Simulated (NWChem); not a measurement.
Correlation energy of GaO

```
Ga
O 1 1.7120
```
Charge 0, spin multiplicity 2.

The numbers come from NWChem runs, not from measurements. Structure: optimised with UPBE/def2-SVP, a minimum by its harmonic frequencies.

Basis set: 3-21G. Each correlation energy counts from its own Hartree-Fock reference.

```tsv
method	correlation energy (mHa)	remark
UMP2	-129.7	-
SCS-UMP2	-126.5	-
CCSD on UHF	-159.9	large amplitudes
CCSD[T] on UHF	-172.3	large amplitudes
CCSD(T) on UHF	-167.4	large amplitudes
CCSD on ROHF	-164.6	large amplitudes
CCSD[T] on ROHF	-178.1	large amplitudes
CCSD(T) on ROHF	-172.3	large amplitudes
CCSDT on ROHF	-174.6	large amplitudes
```

The values span 51.6 mHa, from CCSD[T] on ROHF (lowest) to SCS-UMP2 (highest). 

The Hamiltonian is non-relativistic. The correlated methods keep 10 core orbitals frozen. The structure started from a generated list of species. The unpaired electrons of the parent sit in orbitals of symmetry a1 (C2v labels of the run); other states weren't searched. The stability of the SCF solutions was not checked. Open-shell Hartree-Fock references start from PBE0 orbitals. Coupled-cluster values serve here as a point of comparison, not as the truth.
